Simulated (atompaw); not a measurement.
u(r) = r·R(r): atom against pseudo-atom (Cr)

Columns: radius, all-electron u(r) and pseudo u(r) of the 4p shell (level -0.99 eV) of chromium in the configuration [Ar] 3d5 4s1 4p0; PBE, scalar-relativistic, PAW (atompaw) scheme, atompaw 4.2.0.5.

| r (bohr) | all-electron | pseudo |
| --- | --- | --- |
| 0.115 | 0.0800 | 0.0013 |
| 0.231 | 0.0627 | 0.0054 |
| 0.346 | -0.0176 | 0.0119 |
| 0.462 | -0.0928 | 0.0211 |
| 0.577 | -0.1377 | 0.0324 |
| 0.692 | -0.1517 | 0.0459 |
| 0.808 | -0.1412 | 0.0614 |
| 0.923 | -0.1143 | 0.0785 |
| 1.038 | -0.0775 | 0.0970 |
| 1.154 | -0.0354 | 0.1168 |
| 1.269 | 0.0082 | 0.1372 |
| 1.385 | 0.0519 | 0.1585 |
| 1.500 | 0.0937 | 0.1800 |
| 1.615 | 0.1333 | 0.2016 |
| 1.731 | 0.1707 | 0.2234 |
| 1.846 | 0.2049 | 0.2446 |
| 1.962 | 0.2366 | 0.2656 |
| 2.077 | 0.2654 | 0.2858 |
| 2.192 | 0.2915 | 0.3052 |
| 2.308 | 0.3152 | 0.3239 |
| 2.423 | 0.3364 | 0.3415 |
| 2.538 | 0.3553 | 0.3580 |
| 2.654 | 0.3722 | 0.3734 |
| 2.769 | 0.3870 | 0.3873 |
| 2.885 | 0.3999 | 0.4000 |
| 3.000 | 0.4110 | 0.4110 |

(1) How many radial nodes do the two functions have?

(2) Is the pseudo-wave norm-conserving?

## Answers

(1) The all-electron 4p function has n − l − 1 = 2; the pseudo-wave has 0, since the states of the same l below it are removed with the core.

(2) No, it belongs to a PAW set: the norm inside the radius is not constrained, and the difference is carried by the augmentation charge.
